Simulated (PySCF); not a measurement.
H2OSe, SMILES O[SeH].

The structure is a stationary point at B3LYP-D3(BJ)/def2-TZVP.

Computed with TDA-B3LYP/def2-TZVPD (PySCF).

Vertical excitations. The molecule is in vacuum.

Computed UV-visible absorptions:
```tsv
state	energy (eV)	λ (nm)	f	main pairs
S1	3.73	332	0.002	HOMO→LUMO 99 %
S2	5.32	233	0.031	HOMO→LUMO+1 99 %
S3	5.47	227	0.009	HOMO−1→LUMO 97 %
S4	6.13	202	0.027	HOMO→LUMO+2 97 %
S5	6.66	186	0.003	HOMO→LUMO+3 99 %
S6	6.98	178	0.028	HOMO→LUMO+4 94 %
S7	7.20	172	0.050	HOMO→LUMO+5 97 %
S8	7.32	169	0.029	HOMO−1→LUMO+1 91 %
S9	7.80	159	0.039	HOMO−2→LUMO 59 %, HOMO−1→LUMO+2 25 %
S10	7.93	156	0.010	HOMO−1→LUMO+2 46 %, HOMO→LUMO+8 30 %, HOMO−2→LUMO 7 %
T1	2.94	421	0	HOMO→LUMO 97 %
T2	4.73	262	0	HOMO−1→LUMO 97 %
T3	4.84	256	0	HOMO→LUMO+1 91 %
T4	5.86	212	0	HOMO→LUMO+2 87 %
```
Triplets are in the Tamm–Dancoff approximation.
